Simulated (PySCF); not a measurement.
## ZnBr at B97-3

Level: B97-3. PySCF, no relativity, basis sets Zn def2-TZVPP, Br def2-TZVPP.

- state: ²Σ⁺ (doublet), unpaired electrons σ ↑
- bond length: 2.339 Å
- harmonic wavenumber: 258 cm⁻¹
- force constant: 1.38 mdyn/Å
- rotational constant Be: 0.08726 cm⁻¹
- anharmonicity ωexe: 1.03 cm⁻¹
- vibration–rotation constant αe: 0.000433 cm⁻¹
- well depth De to Zn + Br: 1.75 eV
- dissociation energy D0: 1.73 eV
- bond order (Mayer): 0.99
- dipole moment (positive dipole means Zn(−)Br(+)): -2.70 D

Spin–orbit coupling is left out. The state is the lowest determinant that a PBE0 search found; another state may lie lower at other levels.
